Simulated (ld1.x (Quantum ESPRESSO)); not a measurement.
## What the settings do to the TM potential of antimony

Base potential:

ld1.x (Quantum ESPRESSO) 7.5 input, shortened:

```
&input
   title='Sb', zed=51., rel=1, dft='PBE', iswitch=3,
   config='[Kr] 4d10 5s2 5p3'
 /
 &inputp
   pseudotype=2, tm=.true., lloc=-1, rcloc=2.35,
   nlcc=.true., new_core_ps=.true., rcore=1.80
 /
2
5S  1  0   2.00   0.00  1.95  1.95  0.0
5P  2  1   3.00   0.00  2.55  2.55  0.0
 &test
   configts(1)='5s2 5p3'
 /
```

Cutoffs, loose and tight: the cutoffs (Ry, on a coarse ladder) from which the occupation-weighted sum of valence levels, in a spherical-Bessel basis at the reference potential, stays within 10 and 1 mRy of its value at 400 Ry. They do not see the model core or the augmentation charge, which bear on the density cutoff. Test errors are all-electron minus pseudo excitation energies from the reference, over the configurations 5s2 5p2; 5s2 5p1; 5s2 5p0; 5s1 5p0; 5s1 5p3; 5s2 5p2.5; 5s1 5p4. A dash means not determined; rows that change the core or the reference have their own tests.

A true bound ghost makes a file unfit for plane-wave use even where its test errors are small: the radial tests pick states by their node count and pass the ghost by.

```csv
change,outcome,"cutoff, loose","cutoff, tight",bound ghosts,largest test error (meV)
base,generated,25 Ry,35 Ry,none,-475
"all radii but the core radius scaled by about 0.80 (s 1.56, p 2.04 bohr); local potential all-electron potential smoothed inside 1.88 bohr (lloc = -1)",generated,35 Ry,90 Ry,"s, d",-104
"all radii but the core radius scaled by about 0.88 (s 1.72, p 2.24 bohr); local potential all-electron potential smoothed inside 2.08 bohr (lloc = -1)",generated,25 Ry,50 Ry,none,-417
"all radii but the core radius scaled by about 1.21 (s 2.36, p 3.10 bohr); local potential all-electron potential smoothed inside 2.86 bohr (lloc = -1)",generated,18 Ry,30 Ry,none,-681
"all radii but the core radius scaled by about 1.39 (s 2.70, p 3.54 bohr); local potential all-electron potential smoothed inside 3.26 bohr (lloc = -1)",generated,10 Ry,21 Ry,none,-967
```

Question: What comes out with this change to the base: all radii but the core radius scaled by about 1.14 (s 2.22, p 2.90 bohr); local potential all-electron potential smoothed inside 2.68 bohr (lloc = -1)?

Answer: outcome: generated; cutoff, loose: 21 Ry; cutoff, tight: 30 Ry; bound ghosts: none; largest test error (meV): -585.

Reading the sweep of the scale of all radii but the core radius (base = 1) (base included, trends over the rows without a ghost): The loose cutoff falls from 25 Ry at 0.88 to 10 Ry at 1.39. A larger radius leaves more room for a smooth pseudo-wave, so fewer plane waves are needed; a smaller one forces it to follow the all-electron wave where it bends sharply. The median size of the test errors (rows with all tests solved) is not monotonic: lowest 16.5 meV at 1.14, highest 38.8 meV at 1.39. Bound ghosts are found at 0.8.
